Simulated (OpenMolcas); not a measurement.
**Cu VI: effect of the basis set**

| Property | Result |
| --- | --- |
| Program | OpenMolcas |
| Method | RASSCF |
| Active space | 12 electrons in 8 orbitals (RAS1 3p, at most 2 holes; RAS2 3d) |
| State averaging | 2S+1 = 5 even, 5 roots; 2S+1 = 3 even, 45 roots; 2S+1 = 1 even, 44 roots |
| Spin-orbit coupling | state interaction with AMFI integrals over the reference wave functions, term energies averaged over their components |

A. ANO-RCC-VTZP [6s5p3d2f1g], DKH2, point nucleus; cost about 60 core-seconds
B. ANO-R2 [6s4p4d2f1g], X2C, finite nucleus; cost roughly 50 core-seconds
C. ANO-RCC-VQZP [7s6p4d3f2g1h], DKH2, point nucleus; cost roughly 50 core-seconds

Energies in cm-1 above 3d6 5D4, the measured ground level; measured values from Sugar and Musgrove, J. Phys. Chem. Ref. Data 19, 527 (1990).

```json
{"Level": "3d6 5D4", "A": "0.0", "B": "0.0", "C": "0.0", "Measured": "0.0"}
{"Level": "3d6 5D3", "A": "1150", "B": "1135", "C": "1131", "Measured": "1196"}
{"Level": "3d6 5D2", "A": "1920", "B": "1896", "C": "1890", "Measured": "1987"}
{"Level": "3d6 5D1", "A": "2409", "B": "2380", "C": "2372", "Measured": "2490"}
{"Level": "3d6 5D0", "A": "2646", "B": "2615", "C": "2607", "Measured": "2733"}
{"Level": "3d6 3P2(1)", "A": "31115", "B": "31374", "C": "31351", "Measured": "29285"}
{"Level": "3d6 3P1(1)", "A": "34503", "B": "34727", "C": "34693", "Measured": "32685"}
{"Level": "3d6 3H6", "A": "34756", "B": "35029", "C": "35017", "Measured": "30418"}
{"Level": "3d6 3F4(1) [57 %]", "A": "34938", "B": "35224", "C": "35208", "Measured": ""}
{"Level": "3d6 3H5", "A": "35230", "B": "35502", "C": "35488", "Measured": "31009"}
{"Level": "3d6 3P0(1)", "A": "35658", "B": "35880", "C": "35843", "Measured": "33868"}
{"Level": "3d6 3H4 [63 %]", "A": "35992", "B": "36253", "C": "36234", "Measured": ""}
{"Level": "3d6 3F3(1)", "A": "36076", "B": "36344", "C": "36320", "Measured": "33296"}
{"Level": "3d6 3F2(1)", "A": "36529", "B": "36792", "C": "36767", "Measured": "33740"}
{"Level": "3d6 3G5", "A": "41566", "B": "41864", "C": "41842", "Measured": "37378"}
{"Level": "3d6 3G4", "A": "42551", "B": "42838", "C": "42812", "Measured": "38469"}
{"Level": "3d6 3G3", "A": "42925", "B": "43211", "C": "43184", "Measured": "38907"}
{"Level": "3d6 1G4(1)", "A": "50256", "B": "50616", "C": "50581", "Measured": "47612"}
{"Level": "3d6 3D2", "A": "50777", "B": "51126", "C": "51092", "Measured": "46714"}
{"Level": "3d6 3D1", "A": "50793", "B": "51139", "C": "51104", "Measured": "46848"}
{"Level": "3d6 3D3", "A": "51156", "B": "51500", "C": "51464", "Measured": "47119"}
{"Level": "3d6 1I6", "A": "52475", "B": "52865", "C": "52843", "Measured": "46406"}
{"Level": "3d6 1S0", "A": "53922", "B": "54297", "C": "54248", "Measured": "53787"}
{"Level": "3d6 1D2", "A": "60763", "B": "61182", "C": "61138", "Measured": "54747"}
```

Deviations, from unrounded energies. A percentage is the sum of absolute deviations over the sum of measured energies, with the sign that they share, or ± where signs differ.

```json
{"Against measurement": "mean absolute deviation (cm-1)", "Levels": "21", "A": "2800", "B": "3100", "C": "3000"}
{"Against measurement": "fine structure of the ground term (%)", "Levels": "4", "A": "-3.3", "B": "-4.5", "C": "-4.8"}
{"Against measurement": "other terms of the ground configuration (%)", "Levels": "17", "A": "+8.6", "B": "+9.4", "C": "+9.3"}
```

A lies closest to measurement on these levels and B furthest from it. The largest miss of A in the table is 3d6 1I6, by +6100 cm-1. The ranking rests on the paired levels alone, and a cruder setting can come out closer through cancelling errors.

Among A to C the level of the table that moves most is 3d6 1D2, by 420 cm-1 (lowest in A, highest in B).

Without dynamic correlation excited terms often stand tens of per cent too high (terms of higher spin than the ground term too low), and those without a measured partner can miss by more than the paired ones. Active for correlation alone: 3p; no level in the range computed is led by a configuration that opens it, so any true level of that kind is missing. Measured partners are found by configuration, term and J. A level has none where our copy of the source lacks it or the pairing is in doubt (some pairs that miss far off the trend of their configuration count as doubtful), and it then counts in no deviation. Levels of configurations outside the active space are missing. The table leaves out levels that lie high or whose names do not pair safely across all columns.

A share in square brackets marks a mixed level and gives the weight of the term that names it, the lowest over the columns. A number in round brackets counts repeated terms of one configuration in the order of the reference energies.
